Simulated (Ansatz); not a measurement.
One change: `[SiH3][CH2][GeH2][PH2]` becomes `[BH2][GeH2][CH2][SiH3]`.

Ansatz, PBE0-D4/def2-TZVP geometries, multiplicity 1. Each molecule was computed in one conformer, which needn't be the lowest.

Scalar relativity is left out up to krypton.

```json
{"property": "LUMO energy (ωB97M-V/def2-TZVPP) / eV", "`[SiH3][CH2][GeH2][PH2]`": "1.83"}
{"property": "HOMO energy (B3LYP/def2-TZVPP) / eV", "`[SiH3][CH2][GeH2][PH2]`": "-7.14"}
{"property": "HOMO–LUMO gap (PBE0/def2-TZVPP) / eV", "`[SiH3][CH2][GeH2][PH2]`": "7.43"}
{"property": "HOMO energy (PBE0/def2-TZVPP) / eV", "`[SiH3][CH2][GeH2][PH2]`": "-7.36"}
{"property": "HOMO–LUMO gap (PBE/def2-TZVPP) / eV", "`[SiH3][CH2][GeH2][PH2]`": "5.50"}
{"property": "size of the dipole moment (B3LYP/def2-TZVPP) / D", "`[SiH3][CH2][GeH2][PH2]`": "1.08"}
```

Give the same properties after the change, and the shifts. (Estimate.)

Ansatz gave: 
| property | `[BH2][GeH2][CH2][SiH3]` | shift |
| --- | --- | --- |
| LUMO energy (ωB97M-V/def2-TZVPP) / eV | -0.43 | -2.26 |
| HOMO energy (B3LYP/def2-TZVPP) / eV | -7.95 | -0.81 |
| HOMO–LUMO gap (PBE0/def2-TZVPP) / eV | 5.77 | -1.66 |
| HOMO energy (PBE0/def2-TZVPP) / eV | -8.15 | -0.79 |
| HOMO–LUMO gap (PBE/def2-TZVPP) / eV | 3.59 | -1.91 |
| size of the dipole moment (B3LYP/def2-TZVPP) / D | 0.73 | -0.35 |

With PBE0 the HOMO falls by 0.79 eV and the LUMO falls by 2.45 eV, so the gap narrows by about 1.66 eV. PBE moves the HOMO by -0.68 eV and ωB97M-V by -0.90 eV. Dipoles are sizes alone; their direction can turn.

B3LYP here is the variant with VWN-RPA as its local correlation; programs differ in this.
